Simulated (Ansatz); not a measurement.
Frontier orbitals of CH6SiTe (`C[SiH2][TeH]`).

The species carries charge 0 and has multiplicity 1. Correlated methods include outer-core shells of Te, which these sets cover unevenly. Te takes the def2 core potential. The structure was optimised at the PBE0-D4/def2-TZVP level. Basis def2-TZVPP, Ansatz.

```json
{"functional": "LC-ωPBE", "HOMO (eV)": "-8.90", "LUMO (eV)": "1.63"}
```

Task: Give HOMO and LUMO (eV) with LDA (SPW92), PBE, revPBE, BLYP, r2SCAN, B97M-V, PBE0, B3LYP, r2SCANh, r2SCAN0, HSE06 (plane-wave form), BHLYP, CAM-B3LYP, ωB97X-V, ωB97M-V, HF. (Estimate.)

Result: The calculation gave: 
| functional | HOMO | LUMO |
| --- | --- | --- |
| LDA (SPW92) | -5.51 | -1.44 |
| PBE | -5.38 | -1.30 |
| revPBE | -5.33 | -1.23 |
| BLYP | -5.20 | -1.21 |
| r2SCAN | -5.62 | -1.07 |
| B97M-V | -5.63 | -1.17 |
| PBE0 | -6.40 | -0.49 |
| B3LYP | -6.18 | -0.72 |
| r2SCANh | -5.99 | -0.78 |
| r2SCAN0 | -6.56 | -0.35 |
| HSE06 (plane-wave form) | -6.01 | -0.86 |
| BHLYP | -7.26 | 0.36 |
| CAM-B3LYP | -7.60 | 0.52 |
| ωB97X-V | -8.59 | 1.51 |
| ωB97M-V | -8.48 | 1.31 |
| HF | -8.61 | 2.51 |

B3LYP here is the variant with VWN-RPA as its local correlation; programs differ in this. LC-ωPBE has ω = 0.4 bohr⁻¹. Positive LUMOs are unbound and depend on the basis.
